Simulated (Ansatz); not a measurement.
Two members of one family (Same ligands, another metal), computed with Ansatz in the gas phase; def2 core potentials for Y, no spin–orbit coupling. The two geometries come from different levels. A dash marks a value that wasn't run or was left out as unsound. The structures are stationary points that may keep the symmetry of their start. Remarks come from the PBE and PBE0 runs and from stability tests at other levels; not every state was tested. HOMO above LUMO (over both spins in singlets and doublets, within one spin in higher multiplets; at PBE or PBE0), or a gap under 0.15 eV within one spin, warns that the state may not be the lowest or that an electron is smeared out.

First: YBr3 (singlet, charge 0, r2SCAN-D4/def2-SVP geometry).

```
atom    x (Å)    y (Å)    z (Å)
  Y1   0.0003   0.0004   0.0006
 Br2   2.3692  -0.8721  -0.5879
 Br3  -0.8330   2.2513  -0.9795
 Br4  -1.5365  -1.3796   1.5668
```

| level | HOMO (eV) | LUMO (eV) | gap (eV) | vertical IE (eV) | vertical triplet (eV) |
| --- | --- | --- | --- | --- | --- |
| PBE-D4/def2-SVP | -7.18 | -3.71 | 3.46 | – | – |
| PBE-D4/def2-TZVP | -7.26 | -3.73 | 3.53 | 9.71 | 3.77 |
| revPBE-D4/def2-TZVP | -7.20 | -3.57 | 3.63 | – | – |
| PBE0-D4/def2-SVP | -8.47 | -3.00 | 5.47 | – | – |
| PBE0-D4/def2-TZVP | -8.51 | -2.98 | 5.53 | 10.24 | 4.25 |

Metal–donor distances: 3 × Br 2.59 Å. Remarks: gap within one spin near zero at PBE or PBE0 (triplet).

Second: ScBr3 (singlet, charge 0, PBE0-D4/def2-SVP geometry).

```csv
atom,x (Å),y (Å),z (Å)
Sc1,0.001,0.000,-0.001
Br2,0.537,-2.314,0.426
Br3,-1.729,0.564,-1.587
Br4,1.191,1.750,1.161
```

**Question.** Estimate the same table for the second.

**Answer.** 
```json
{"level": "PBE-D4/def2-SVP", "HOMO (eV)": "-7.16", "LUMO (eV)": "-4.10", "gap (eV)": "3.06", "vertical IE (eV)": "–", "vertical triplet (eV)": "–"}
{"level": "PBE-D4/def2-TZVP", "HOMO (eV)": "-7.33", "LUMO (eV)": "-4.19", "gap (eV)": "3.15", "vertical IE (eV)": "9.87", "vertical triplet (eV)": "3.54"}
{"level": "revPBE-D4/def2-TZVP", "HOMO (eV)": "-7.27", "LUMO (eV)": "-4.04", "gap (eV)": "3.23", "vertical IE (eV)": "–", "vertical triplet (eV)": "–"}
{"level": "PBE0-D4/def2-SVP", "HOMO (eV)": "-8.48", "LUMO (eV)": "-3.30", "gap (eV)": "5.18", "vertical IE (eV)": "–", "vertical triplet (eV)": "–"}
{"level": "PBE0-D4/def2-TZVP", "HOMO (eV)": "-8.57", "LUMO (eV)": "-3.28", "gap (eV)": "5.29", "vertical IE (eV)": "10.36", "vertical triplet (eV)": "3.81"}
```

Metal–donor distances: 3 × Br 2.41 Å.
